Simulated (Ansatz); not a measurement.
Geometry optimisation of Fe3S4.

```yaml
crystal:
  periodic: [false, false, false]
  atoms:
    - {symbol: Fe, position_ang: [-0.704820, -1.594890, 0.016280]}
    - {symbol: Fe, position_ang: [1.127340, 0.394200, -0.217940]}
    - {symbol: Fe, position_ang: [-0.170140, 2.500740, 0.261920]}
    - {symbol: S, position_ang: [-0.982250, 0.633130, 0.282620]}
    - {symbol: S, position_ang: [-2.362540, -2.627660, 0.291780]}
    - {symbol: S, position_ang: [1.816420, 2.358750, -0.201490]}
    - {symbol: S, position_ang: [1.275990, -1.664270, -0.433150]}
basis:
  gaussian: {orbitals: def2-SVP}
hamiltonian: {xc: r2scan, dispersion: d4}
scf: {lower_state_search: "off"}
output: {orbitals: {seedname: orbitals}}
relax: {f_tol: 0.02, max_steps: 100}
```

```sh
$ ansatz run in.yaml --threads 4 --pin off --events-out ev --progress --plain --max-ram 4787MiB
```

Output, abridged:

```
Functional definition: r2SCAN
mean field -146474.04134695 eV, -5382.8217358293 hartree, gradient 2.6e-6 eV, S^2 0.000000; 0 other end points of the search recorded, 0 dependent functions left out
relax step   1: F+E_penalty+E_count = -146474.15574071 eV  Δ(F+E_penalty+E_count) = +0.000e0 eV  max|allowed force component| = 2.819e0 eV/Å  Δτ_max = 0.0000 Å  (153 SCF iters, accepted)
mean field -146474.59175995 eV, -5382.8419631340 hartree, gradient 1.8e-6 eV, S^2 0.000000; 0 other end points of the search recorded, 0 dependent functions left out
relax step   2: F+E_penalty+E_count = -146474.70704786 eV  Δ(F+E_penalty+E_count) = -5.513e-1 eV  max|allowed force component| = 9.484e-1 eV/Å  Δτ_max = 0.1913 Å  (99 SCF iters, accepted)
mean field -146474.67748101 eV, -5382.8451133249 hartree, gradient 1.8e-6 eV, S^2 0.000000; 0 other end points of the search recorded, 0 dependent functions left out
relax step   3: F+E_penalty+E_count = -146474.79293688 eV  Δ(F+E_penalty+E_count) = -8.589e-2 eV  max|allowed force component| = 3.009e-1 eV/Å  Δτ_max = 0.0746 Å  (59 SCF iters, accepted)
mean field -146474.68871464 eV, -5382.8455261532 hartree, gradient 2.4e-6 eV, S^2 0.000000; 0 other end points of the search recorded, 0 dependent functions left out
relax step   4: F+E_penalty+E_count = -146474.80448474 eV  Δ(F+E_penalty+E_count) = -1.155e-2 eV  max|allowed force component| = 3.725e-1 eV/Å  Δτ_max = 0.1547 Å  (65 SCF iters, accepted)
mean field -146474.70737743 eV, -5382.8462119978 hartree, gradient 3.1e-6 eV, S^2 0.000000; 0 other end points of the search recorded, 0 dependent functions left out
relax step   5: F+E_penalty+E_count = -146474.82300286 eV  Δ(F+E_penalty+E_count) = -1.852e-2 eV  max|allowed force component| = 1.821e-1 eV/Å  Δτ_max = 0.0581 Å  (56 SCF iters, accepted)
mean field -146474.70876327 eV, -5382.8462629267 hartree, gradient 2.5e-6 eV, S^2 0.000000; 0 other end points of the search recorded, 0 dependent functions left out
relax step   6: F+E_penalty+E_count = -146474.82458828 eV  Δ(F+E_penalty+E_count) = -1.585e-3 eV  max|allowed force component| = 2.728e-1 eV/Å  Δτ_max = 0.0331 Å  (48 SCF iters, accepted)
mean field -146474.71484521 eV, -5382.8464864337 hartree, gradient 1.7e-6 eV, S^2 0.000000; 0 other end points of the search recorded, 0 dependent functions left out
relax step   7: F+E_penalty+E_count = -146474.83059151 eV  Δ(F+E_penalty+E_count) = -6.003e-3 eV  max|allowed force component| = 2.732e-2 eV/Å  Δτ_max = 0.0232 Å  (50 SCF iters, accepted)
mean field -146474.71611400 eV, -5382.8465330612 hartree, gradient 2.5e-6 eV, S^2 0.000000; 0 other end points of the search recorded, 0 dependent functions left out
relax step   8: F+E_penalty+E_count = -146474.83201731 eV  Δ(F+E_penalty+E_count) = -1.426e-3 eV  max|allowed force component| = 7.052e-2 eV/Å  Δτ_max = 0.0514 Å  (57 SCF iters, accepted)
mean field -146474.71808194 eV, -5382.8466053814 hartree, gradient 2.3e-6 eV, S^2 0.000000; 0 other end points of the search recorded, 0 dependent functions left out
relax step   9: F+E_penalty+E_count = -146474.83406717 eV  Δ(F+E_penalty+E_count) = -2.050e-3 eV  max|allowed force component| = 8.026e-2 eV/Å  Δτ_max = 0.0464 Å  (57 SCF iters, accepted)
mean field -146474.70307921 eV, -5382.8460540414 hartree, gradient 1.8e-6 eV, S^2 0.000000; 0 other end points of the search recorded, 0 dependent functions left out
relax step  10: F+E_penalty+E_count = -146474.81925064 eV  Δ(F+E_penalty+E_count) = +1.482e-2 eV  max|allowed force component| = 7.208e-1 eV/Å  Δτ_max = 0.1712 Å  (75 SCF iters, rejected (line search))
mean field -146474.72556428 eV, -5382.8468803524 hartree, gradient 2.7e-6 eV, S^2 0.000000; 0 other end points of the search recorded, 0 dependent functions left out
relax step  11: F+E_penalty+E_count = -146474.84166728 eV  Δ(F+E_penalty+E_count) = -7.600e-3 eV  max|allowed force component| = 1.235e-1 eV/Å  Δτ_max = 0.0856 Å  (55 SCF iters, accepted)
mean field -146474.74025998 eV, -5382.8474204095 hartree, gradient 5.6e-6 eV, S^2 0.000000; 0 other end points of the search recorded, 0 dependent functions left out
relax step  12: F+E_penalty+E_count = -146474.85642593 eV  Δ(F+E_penalty+E_count) = -1.476e-2 eV  max|allowed force component| = 3.456e-1 eV/Å  Δτ_max = 0.0982 Å  (55 SCF iters, accepted)
mean field -146474.76264333 eV, -5382.8482429821 hartree, gradient 5.7e-6 eV, S^2 0.000000; 0 other end points of the search recorded, 0 dependent functions left out
relax step  13: F+E_penalty+E_count = -146474.87908965 eV  Δ(F+E_penalty+E_count) = -2.266e-2 eV  max|allowed force component| = 9.413e-1 eV/Å  Δτ_max = 0.1486 Å  (65 SCF iters, accepted)
mean field -146474.80197326 eV, -5382.8496883308 hartree, gradient 1.5e-6 eV, S^2 0.000000; 0 other end points of the search recorded, 0 dependent functions left out
relax step  14: F+E_penalty+E_count = -146474.91891782 eV  Δ(F+E_penalty+E_count) = -3.983e-2 eV  max|allowed force component| = 9.500e-1 eV/Å  Δτ_max = 0.1385 Å  (67 SCF iters, accepted)
mean field -146474.84822379 eV, -5382.8513880063 hartree, gradient 2.9e-6 eV, S^2 0.000000; 0 other end points of the search recorded, 0 dependent functions left out
relax step  15: F+E_penalty+E_count = -146474.96624177 eV  Δ(F+E_penalty+E_count) = -4.732e-2 eV  max|allowed force component| = 1.095e0 eV/Å  Δτ_max = 0.1953 Å  (75 SCF iters, accepted)
mean field -146474.96204589 eV, -5382.8555708914 hartree, gradient 2.1e-6 eV, S^2 0.000000; 0 other end points of the search recorded, 0 dependent functions left out
relax step  16: F+E_penalty+E_count = -146475.08130882 eV  Δ(F+E_penalty+E_count) = -1.151e-1 eV  max|allowed force component| = 5.383e-1 eV/Å  Δτ_max = 0.2000 Å  (61 SCF iters, accepted)
mean field -146475.12369078 eV, -5382.8615112313 hartree, gradient 9.8e-6 eV, S^2 0.000000; 0 other end points of the search recorded, 0 dependent functions left out
relax step  17: F+E_penalty+E_count = -146475.24432829 eV  Δ(F+E_penalty+E_count) = -1.630e-1 eV  max|allowed force component| = 7.062e-1 eV/Å  Δτ_max = 0.1963 Å  (62 SCF iters, accepted)
mean field -146475.33951524 eV, -5382.8694426338 hartree, gradient 3.4e-6 eV, S^2 0.000000; 0 other end points of the search recorded, 0 dependent functions left out
relax step  18: F+E_penalty+E_count = -146475.46136600 eV  Δ(F+E_penalty+E_count) = -2.170e-1 eV  max|allowed force component| = 6.105e-1 eV/Å  Δτ_max = 0.1962 Å  (59 SCF iters, accepted)
mean field -146475.59943656 eV, -5382.8789945662 hartree, gradient 1.9e-6 eV, S^2 0.000000; 0 other end points of the search recorded, 0 dependent functions left out
relax step  19: F+E_penalty+E_count = -146475.72219318 eV  Δ(F+E_penalty+E_count) = -2.608e-1 eV  max|allowed force component| = 4.893e-1 eV/Å  Δτ_max = 0.1971 Å  (57 SCF iters, accepted)
mean field -146475.75983620 eV, -5382.8848891445 hartree, gradient 1.7e-6 eV, S^2 0.000000; 0 other end points of the search recorded, 0 dependent functions left out
relax step  20: F+E_penalty+E_count = -146475.88297214 eV  Δ(F+E_penalty+E_count) = -1.608e-1 eV  max|allowed force component| = 3.457e-1 eV/Å  Δτ_max = 0.1952 Å  (53 SCF iters, accepted)
mean field -146475.85387015 eV, -5382.8883448282 hartree, gradient 2.7e-6 eV, S^2 0.000000; 0 other end points of the search recorded, 0 dependent functions left out
relax step  21: F+E_penalty+E_count = -146475.97748555 eV  Δ(F+E_penalty+E_count) = -9.451e-2 eV  max|allowed force component| = 3.260e-1 eV/Å  Δτ_max = 0.1950 Å  (49 SCF iters, accepted)
mean field -146475.88250402 eV, -5382.8893971036 hartree, gradient 2.3e-6 eV, S^2 0.000000; 0 other end points of the search recorded, 0 dependent functions left out
relax step  22: F+E_penalty+E_count = -146476.00626617 eV  Δ(F+E_penalty+E_count) = -2.878e-2 eV  max|allowed force component| = 4.949e-1 eV/Å  Δτ_max = 0.1952 Å  (49 SCF iters, accepted)
mean field -146475.89532444 eV, -5382.8898682455 hartree, gradient 1.9e-6 eV, S^2 0.000000; 0 other end points of the search recorded, 0 dependent functions left out
relax step  23: F+E_penalty+E_count = -146476.01946725 eV  Δ(F+E_penalty+E_count) = -1.320e-2 eV  max|allowed force component| = 9.970e-2 eV/Å  Δτ_max = 0.0485 Å  (42 SCF iters, accepted)
mean field -146475.89662849 eV, -5382.8899161684 hartree, gradient 2.0e-6 eV, S^2 0.000000; 0 other end points of the search recorded, 0 dependent functions left out
relax step  24: F+E_penalty+E_count = -146476.02073491 eV  Δ(F+E_penalty+E_count) = -1.268e-3 eV  max|allowed force component| = 7.330e-2 eV/Å  Δτ_max = 0.0264 Å  (35 SCF iters, accepted)
mean field -146475.89712272 eV, -5382.8899343308 hartree, gradient 2.2e-6 eV, S^2 0.000000; 0 other end points of the search recorded, 0 dependent functions left out
relax step  25: F+E_penalty+E_count = -146476.02119790 eV  Δ(F+E_penalty+E_count) = -4.630e-4 eV  max|allowed force component| = 1.845e-2 eV/Å  Δτ_max = 0.0060 Å  (37 SCF iters, accepted)
Total energy: -146476.02122275 eV, -5382.8944949231 hartree
Atom 0 at    -0.554350    -0.869529    -0.100992 Å, force    -0.004199     0.009225    -0.007222 eV/Å
Atom 1 at     1.202271     0.526640     0.795347 Å, force    -0.009846     0.013778     0.006541 eV/Å
Atom 2 at    -0.545450     1.276561    -0.438482 Å, force    -0.006689    -0.002091    -0.005814 eV/Å
Atom 3 at    -0.852782     0.549364     1.521496 Å, force     0.018453    -0.001211    -0.007823 eV/Å
Atom 4 at    -2.151163    -1.892931    -0.640933 Å, force     0.010849     0.006735     0.004569 eV/Å
Atom 5 at     1.427633     1.731111    -0.934538 Å, force    -0.009815    -0.015553     0.014756 eV/Å
Atom 6 at     1.473842    -1.321217    -0.201879 Å, force     0.001247    -0.010884    -0.005007 eV/Å
Dipole moment:     0.127066     0.670485     0.279007 e Å
Checks for a lower state left out: stability, starts, cluster_reference, orbital_swaps, neighbouring_geometries, increment
```

Run time 3.5 min (4 threads of Arm Neoverse V2 on a shared host).

Another isomer (singlet) lies 0.83 eV lower at PBE0-D4/def2-TZVP; other spin states weren't run for this one.
